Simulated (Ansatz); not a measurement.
```tsv
atom	x (Å)	y (Å)	z (Å)
N	0.0000	0.0000	0.0000
O	0.0000	1.2310	0.5225
O	0.0000	-1.0991	0.4665
```

Basis set: STO-3G (spherical functions). Left uncorrelated: 3 orbitals. Correlation on ROHF uses semicanonical orbitals with singles. Charge 0, multiplicity 2.

Computed with Ansatz (development build ahead of 0.2.0); the reference of a correlated method needn't be the lowest determinant of its kind.

The atomization energy at this shape (free ground-state atoms in the same class of orbitals less the molecule, no zero-point energy) of doublet NO₂:

```
      method  atomization energy
ROHF-CCSD(T)     116.79 kcal/mol
```

(1) What does UHF-CCSD(T) give?

Results:

(1) 112.90 kcal/mol. Caution: large share of triples, a single reference is doubtful; the reference determinant was not shown to be the lowest. Caution for ROHF-CCSD(T): an unrestricted determinant lies well below; other determinants can give a lower correlated total. Caution for UHF-CCSD(T): another reference gives a lower total; the unrestricted determinant is spin contaminated.

This basis has no polarisation functions and is too small for such energies, which can lie far from measured ones in either direction.
